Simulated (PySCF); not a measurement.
CH₆FNOSi₂, SMILES N[Si@@H]1OC[Si@@H]1F. Atoms are numbered in the order given.

```xyz
12

N      2.3589     0.2971    -0.2193
Si     1.0175    -0.6420     0.2740
O      0.0287    -1.3536    -0.9207
C     -1.2328    -0.6750    -0.9580
Si    -1.0400     0.4083     0.6100
F     -1.1995     2.0164     0.3608
H      2.2562     1.1534    -0.7504
H      3.2852    -0.1023    -0.3135
H      1.5763    -1.7065     1.1535
H     -1.3456    -0.0914    -1.8899
H     -2.0593    -1.4059    -0.9240
H     -1.9479     0.0755     1.7495
```
Charge 0, spin multiplicity 1.

Geometry optimised at PBE0-D3(BJ)/def2-SVP. The structure was generated by enumeration; whether it is a known compound was not checked. One conformer was computed; it need not be the lowest.

All values below come from SMD-M06-2X/6-31G* run with PySCF.

Solvation free energies are E(SMD) − E(gas) at the gas-phase geometry, for 1 M in both phases. In vacuum the dipole moment is 0.98 D.

Problem. Rank water, methanol, ethanol by solvation free energy, most negative first.

Solution. methanol (-7.0 kcal/mol), ethanol (-6.7 kcal/mol), water (-4.4 kcal/mol)
